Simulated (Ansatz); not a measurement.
Calculated with Ansatz (gas phase, PBE0-D4/def2-TZVP geometries, no zero-point term in ΔE). CBS: MP2 limit from def2 TZ/QZ plus the TZ coupled-cluster correction, frozen cores. This one scheme is used for every species. Functionals use def2-TZVPP. B3LYP here is the variant with VWN-RPA as its local correlation; programs differ in this. HSE06 is defined as in plane-wave codes. Elements past krypton have def2 core potentials. For I, Ti outer-core shells are correlated without core-valence functions, which leaves a few kJ/mol of doubt a bond. Scalar relativity is left out up to krypton. Each species was taken in one conformer, which may not be the lowest.

Reaction (ligand exchange at a Ti–I bond): `[OH][Ti]([F])([Cl])[I]` + H–F → `[OH][Ti]([F])([F])[Cl]` + HI

```tsv
level	ΔE (kJ/mol)	difference from CCSD(T)/CBS
B97M-V	-39.1	-25.4
B3LYP-D4	-29.8	-16.1
ωB97X-V	-42.2	-28.5
r2SCAN	-31.6	-17.9
PBE0	-28.0	-14.3
B3LYP	-39.4	-25.7
HSE06	-26.9	-13.2
LC-ωPBE	-47.7	-34.0
MP2/def2-SVP	-28.7	-15.0
SCS-MP2/def2-TZVPP	-16.6	-2.9
CCSD(T)/CBS	-13.7	0
```

Largest T1 diagnostic among the species: 0.024, so the coupled-cluster value is less sure than usual.

At CCSD(T), def2-SVP lies −26.5 kJ/mol from the extrapolated value and def2-TZVPP −8.8 kJ/mol. The D4 term adds +9.5 kJ/mol with B3LYP and +5.2 kJ/mol with PBE0; it sums over pairs of atoms, weighted by their polarisabilities, and B3LYP, whose exchange is more repulsive, gets the larger term.

CCSD(T)/CBS has its own doubt, a few kJ/mol and more with outer-core shells, so smaller differences from it don't rank the levels.
